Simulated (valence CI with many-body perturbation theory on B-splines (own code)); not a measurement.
**Cd25+: E2, M1 decay**

Level of theory: valence CI with perturbative core correlation (CI+MBPT): five valence electrons over a frozen Dirac-Fock core [Ar], a basis of 7 s, 7 p, 8 d, 6 f, 4 g, 1 h functions for each j, with the one-electron correlation potential Σ1, the two-electron term Σ2, the three-electron term Σ3, Breit, model QED; selected CI, second order for the rest (own B-spline code, finite nucleus).

No measured spectrum was set against this ion. As an estimate, terms of the open shell hold to 2 to 4 % of their energy, and close levels can change places. Core correlation moves these levels by up to 13000 cm⁻¹, and in measured spectra 5 to 20 % of such shifts remained as error; rates that hang on mixing are uncertain with them. Only levels of the ground parity were solved; by the run's estimate the other parity begins above the list, which can be wrong where configurations are misplaced.

Lines 1 to 50 of 120 in falling wavelength, among levels below 60.745 eV, chosen from the decays that carry over 1 % of a level's rate. Wavelengths and rates use the calculated energies, so an error of 4000 cm⁻¹ moves a line at 467.0 nm by 19 % and its rate by three times that or more. Electric multipoles are in the length gauge, E1 and E2 with the static RPA response of the core. S is in atomic units (e²a₀⁴ for E2 and M2, e²a₀⁶ for E3), for M1 in squared Bohr magnetons. Weak lines are less certain than strong ones. Lines between different terms over intervals too small for the method are left out, as are lines whose strength nearly cancels. Intervals below about 4000 cm⁻¹, as at the head of this list, are uncertain by tens of per cent.

Names give the largest LS component (configuration and term), which can be under half, so a name can repeat, a term be missing and a line seem to break the LS rules; names also repeat where a configuration has a term twice. Letters in brackets count levels of one name in rising energy.

```csv
λ vac (nm),Upper,Lower,Type,A (s⁻¹),S (a.u.)
2145,3d5 4G_11/2,3d5 4G_7/2,E2,5.57e-09,2.71e-04
1198,3d5 4G_9/2,3d5 4G_11/2,M1,1.45e+01,9.25e+00
768.8,3d5 4G_9/2,3d5 4G_7/2,M1,5.98e+01,1.01e+01
571.2,3d5 2I_13/2,3d5 2I_11/2,M1,4.64e+01,4.48e+00
549.2,3d5 4P_1/2,3d5 4P_3/2,M1,2.71e+02,3.33e+00
472.7,3d5 4D_3/2,3d5 4D_5/2,M1,2.40e+02,3.77e+00
467.0,3d5 2D_3/2 [a],3d5 4F_5/2,M1,1.73e+02,2.61e+00
452.6,3d5 4F_7/2,3d5 2F_5/2 [b],M1,1.21e+02,3.33e+00
357.9,3d5 2F_7/2 [a],3d5 4D_7/2,M1,1.84e+01,2.50e-01
332.4,3d5 4D_7/2,3d5 4G_9/2,M1,1.95e+02,2.13e+00
312.0,3d5 4D_7/2,3d5 4G_5/2 [b],M1,5.85e+02,5.27e+00
309.2,3d5 4G_7/2,3d5 4G_5/2 [a],M1,6.44e+02,5.65e+00
305.4,3d5 2G_7/2 [a],3d5 2F_5/2 [a],M1,2.01e+02,1.69e+00
282.6,3d5 2H_9/2,3d5 2G_9/2 [a],M1,4.38e+02,3.66e+00
275.8,3d5 4P_3/2,3d5 4G_5/2 [a],M1,5.85e+02,1.82e+00
274.7,3d5 4F_5/2,3d5 4F_3/2,M1,1.49e+02,6.85e-01
260.2,3d5 2G_9/2 [a],3d5 4D_7/2,M1,3.42e+02,2.23e+00
232.1,3d5 4D_7/2,3d5 4G_7/2,M1,8.40e+02,3.11e+00
230.5,3d5 4G_5/2 [b],3d5 4G_5/2 [a],M1,2.69e+03,7.33e+00
228.7,3d5 4F_7/2,3d5 4F_5/2,M1,4.36e+02,1.55e+00
221.2,3d5 2G_7/2 [a],3d5 2G_9/2 [a],M1,5.98e+01,1.92e-01
220.2,3d5 4F_7/2,3d5 2H_9/2,M1,6.35e+02,2.01e+00
218.0,3d5 2H_9/2,3d5 2F_7/2 [a],M1,2.33e+02,8.93e-01
218.0,3d5 4D_1/2,3d5 4P_1/2,M1,2.57e+03,1.97e+00
217.3,3d5 2D_3/2 [a],3d5 2F_5/2 [a],M1,1.64e+02,2.49e-01
216.3,3d5 2F_5/2 [b],3d5 2F_5/2 [a],M1,2.62e+02,5.90e-01
214.3,3d5 4D_5/2,3d5 4P_3/2,M1,1.93e+02,4.23e-01
213.4,3d5 4F_5/2,3d5 4D_3/2,M1,5.21e+02,1.12e+00
210.2,3d5 4F_5/2,3d5 2F_7/2 [a],M1,2.01e+03,4.16e+00
208.2,3d5 2H_11/2,3d5 2H_9/2,M1,5.08e+02,2.04e+00
197.7,3d5 4D_5/2,3d5 4G_7/2,M1,1.17e+03,2.01e+00
196.5,3d5 2F_5/2 [a],3d5 4D_7/2,M1,4.66e+02,7.86e-01
195.5,3d5 2F_7/2 [b],3d5 2F_5/2 [a],M1,6.11e+02,1.35e+00
194.0,3d5 2G_9/2 [b],3d5 2H_9/2,M1,1.95e+03,5.27e+00
192.9,3d5 2I_11/2,3d5 4G_9/2,M1,4.63e+02,1.48e+00
192.1,3d5 2H_9/2,3d5 2I_11/2,M1,1.41e+02,3.70e-01
179.5,3d5 2G_7/2 [a],3d5 2F_7/2 [a],M1,9.65e+02,1.66e+00
173.0,3d5 2D_3/2 [a],3d5 4F_3/2,M1,1.36e+03,1.05e+00
172.3,3d5 2F_7/2 [a],3d5 4G_9/2,M1,1.24e+03,1.88e+00
172.3,3d5 2F_5/2 [b],3d5 4F_3/2,M1,1.81e+03,2.06e+00
166.7,3d5 2F_7/2 [a],3d5 4G_5/2 [b],M1,1.29e+02,1.78e-01
166.5,3d5 4F_3/2,3d5 4P_1/2,M1,5.92e+02,4.05e-01
166.1,3d5 2I_11/2,3d5 4G_11/2,M1,2.32e+03,4.72e+00
164.8,3d5 4D_3/2,3d5 4G_5/2 [b],M1,4.62e+02,3.07e-01
157.2,3d5 2F_7/2 [b],3d5 2G_9/2 [a],M1,1.09e+03,1.26e+00
156.0,3d5 4D_1/2,3d5 4P_3/2,M1,2.04e+03,5.74e-01
147.5,3d5 4D_3/2,3d5 4P_3/2,M1,8.84e+02,4.20e-01
147.0,3d5 4F_5/2,3d5 4D_5/2,M1,3.23e+03,2.28e+00
146.5,3d5 2D_3/2 [a],3d5 4D_3/2,M1,7.89e+02,3.68e-01
146.3,3d5 4F_7/2,3d5 2F_5/2 [a],M1,1.09e+03,1.01e+00
```
